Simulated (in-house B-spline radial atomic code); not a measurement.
## wB97X excitations of the nitrogen ion N³⁺

Method: wB97X. Computed with a B-spline radial code for spherical atoms: linear response of the closed shell [He] 2s2 with the functional's adiabatic kernel; non-relativistic, point nucleus, no spin-orbit coupling, no double excitations, S, P, D and F terms only.

Command:
```bash
python run_td.py task.json out
```
Settings (radii: box in bohr, nucleus in fm):
```
Z                        7
electrons                4
configuration            [He] 2s2
hamiltonian              nr
method                   wb97x
box_radius               23.08
intervals                49
```

Run time, properties included: 0.3 s on 1 thread of Arm Neoverse N1, with other jobs on the host.

The lowest states, in the order of their Tamm-Dancoff energies; the method's threshold (minus the highest occupied level) is 72.79 eV. Labels give the largest channel, * marks a mixed state, and oscillator strengths are full-response dipole values. Semilocal kernels can invert the small singlet-triplet splittings of Rydberg terms. Energies in eV:

```json
{"state": "2s → 2p 3P", "full response": "6.164", "Tamm-Dancoff": "7.467", "oscillator strength": "-"}
{"state": "2s → 2p 1P", "full response": "?", "Tamm-Dancoff": "?", "oscillator strength": "?"}
{"state": "2s → 3s 3S", "full response": "44.88", "Tamm-Dancoff": "44.91", "oscillator strength": "-"}
{"state": "2s → 3s 1S", "full response": "?", "Tamm-Dancoff": "?", "oscillator strength": "-"}
{"state": "2s → 3p 3P", "full response": "47.79", "Tamm-Dancoff": "47.84", "oscillator strength": "-"}
{"state": "2s → 3p 1P", "full response": "48.27", "Tamm-Dancoff": "48.30", "oscillator strength": "0.308"}
{"state": "2s → 3d 3D", "full response": "50.08", "Tamm-Dancoff": "50.11", "oscillator strength": "-"}
{"state": "2s → 3d 1D", "full response": "50.57", "Tamm-Dancoff": "50.60", "oscillator strength": "-"}
{"state": "2s → 4s 3S", "full response": "57.52", "Tamm-Dancoff": "57.53", "oscillator strength": "-"}
{"state": "2s → 4s 1S", "full response": "57.93", "Tamm-Dancoff": "57.94", "oscillator strength": "-"}
{"state": "2s → 4p 3P", "full response": "58.70", "Tamm-Dancoff": "58.72", "oscillator strength": "-"}
{"state": "2s → 4p 1P", "full response": "58.74", "Tamm-Dancoff": "58.75", "oscillator strength": "0.106"}
{"state": "2s → 4d 3D", "full response": "59.34", "Tamm-Dancoff": "59.35", "oscillator strength": "-"}
{"state": "2s → 4d 1D", "full response": "59.61", "Tamm-Dancoff": "59.61", "oscillator strength": "-"}
{"state": "2s → 4f 3F", "full response": "59.76", "Tamm-Dancoff": "59.77", "oscillator strength": "-"}
{"state": "2s → 4f 1F", "full response": "60.11", "Tamm-Dancoff": "60.11", "oscillator strength": "-"}
{"state": "2s → 5s 3S", "full response": "63.21", "Tamm-Dancoff": "63.22", "oscillator strength": "-"}
```

Question: Where does 2s → 3s 1S lie?

Answer: At 46.40 eV in full response, 46.42 eV in Tamm-Dancoff.

Question: Where does 2s → 2p 1P lie?

Answer: At 14.937 eV in full response, 15.530 eV in Tamm-Dancoff, oscillator strength 0.612.

Question: How large is the singlet-triplet splitting of 2s → 2p (P terms) in Tamm-Dancoff?

Answer: 8.06 eV, from the unrounded values.

Question: What polarisabilities and dispersion coefficient does the method give?

Answer: Dipole 2.22 bohr³, quadrupole 1.455 bohr⁵, C6 2.266 hartree·bohr⁶ for two such species.
